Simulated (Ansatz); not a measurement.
`C[O][Ga]([Cl])[Cl]` and `[SH][Ga]([Cl])[Cl]` differ in one atom or group.

Ansatz, PBE0-D4/def2-TZVP geometries, multiplicity 1. Each molecule was computed in one conformer, which needn't be the lowest.

Scalar relativity is left out up to krypton.

| property | `C[O][Ga]([Cl])[Cl]` |
| --- | --- |
| LUMO energy (ωB97M-V/def2-TZVPP) / eV | 0.47 |
| HOMO–LUMO gap (ωB97M-V/def2-TZVPP) / eV | 11.36 |
| HOMO energy (B3LYP/def2-TZVPP) / eV | -8.27 |
| HOMO–LUMO gap (PBE/def2-TZVPP) / eV | 4.55 |
| HOMO energy (PBE0/def2-TZVPP) / eV | -8.51 |
| HOMO energy (PBE/def2-TZVPP) / eV | -6.99 |

Problem. What does the change do to each property? (Best estimate.)

Solution. The calculation gave: 
| property | `[SH][Ga]([Cl])[Cl]` | shift |
| --- | --- | --- |
| LUMO energy (ωB97M-V/def2-TZVPP) / eV | 0.37 | -0.10 |
| HOMO–LUMO gap (ωB97M-V/def2-TZVPP) / eV | 10.90 | -0.46 |
| HOMO energy (B3LYP/def2-TZVPP) / eV | -8.09 | 0.18 |
| HOMO–LUMO gap (PBE/def2-TZVPP) / eV | 4.61 | 0.06 |
| HOMO energy (PBE0/def2-TZVPP) / eV | -8.36 | 0.15 |
| HOMO energy (PBE/def2-TZVPP) / eV | -7.11 | -0.12 |

With PBE0 the HOMO rises by 0.15 eV and the LUMO falls by 0.09 eV, so the gap narrows by about 0.24 eV. PBE moves the HOMO by -0.12 eV and ωB97M-V by 0.36 eV. The zero-point energy changes by -84.7 kJ/mol with -9 modes.

B3LYP here is the variant with VWN-RPA as its local correlation; programs differ in this.
